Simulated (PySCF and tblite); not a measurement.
C7H10Si, numbered as in [CH2:1]=[CH:2][C:3]1=[CH:4][CH2:5][CH:6]=[C:7]1[SiH3:8]. Search: ETKDG and KDG, MMFF94s, GFN2-xTB, 60 starts; geometries at GFN2-xTB. Energies: PBE0-D3(BJ)/pcSseg-1, with GFN2-xTB thermal terms (modes under about 100 cm⁻¹ blended into free rotors). Symmetry numbers and mirror images are counted. Conformers within 2.5 kcal/mol (GFN2-xTB free energy) were kept, 3 at most. GIAO shieldings: PBE0/pcSseg-1. Shifts are against TMS (¹H), TMS (¹³C), TMS (²⁹Si) at the same level. Programs: PySCF with density fitting and tblite.

Torsions listed: C1–C2–C3–C4. The 5-ring runs over atoms 3–4–5–6–7. Of a mirror pair one member is shown.

Two conformers hold nearly all the population. I: 5-ring flat; 165°; δ(C4) = 143.28 ppm. II: 5-ring flat; 0°; δ(C4) = 133.92 ppm. The average over the ensemble at 298.15 K is 142.25 ppm.

(1) What populations and free-energy difference follow from a two-state model?

Answers

(1) p(I) = (142.25 − 133.92)/(143.28 − 133.92) = 0.89, so K = p(II)/p(I) = 0.12 and G(II) − G(I) = −RT ln K = 1.24 kcal/mol. One of the two counts twice, as a mirror pair, which this difference holds. The weights computed directly are 89.0 % and 10.9 %.
